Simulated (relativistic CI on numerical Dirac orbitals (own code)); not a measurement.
# The spin-orbit constant of Nb+ from its measured fine structure

Problem. The ground term ⁵D of Nb+ (4d⁴) has the measured levels J = 0: 0.0, J = 1: 159.0, J = 2: 438.4, J = 3: 801.3, J = 4: 1224.8 cm⁻¹ (NIST Handbook of Basic Atomic Spectroscopic Data (Sansonetti and Martin, J. Phys. Chem. Ref. Data 34, 1559 (2005))). Test the interval rule and estimate ζ(4d).

Working.
1. In LS coupling E(J) − E(J − 1) = AJ. The intervals give A = 159.0 (J = 1), 139.7 (J = 2), 121.0 (J = 3), 105.9 (J = 4) cm⁻¹.
2. These values spread by 43 % of their mean, from second-order spin-orbit mixing with other terms and from spin-spin terms.
3. The whole width divided by the sum of the upper J values gives a mean A = 122.5 cm⁻¹.
4. For the Hund term of a shell that is less than half full, A = +ζ/2S with 2S = 4, so ζ = 490 cm⁻¹.

Check. The value calculated from Dirac-Coulomb-Breit radial functions of this configuration is ζ = 386 cm⁻¹, 21 % below the estimate from measurement. The same recipe applied to the calculated levels returns 411 cm⁻¹, which shows the bias of the recipe itself. Where the interval rule fails, the estimate is only rough.
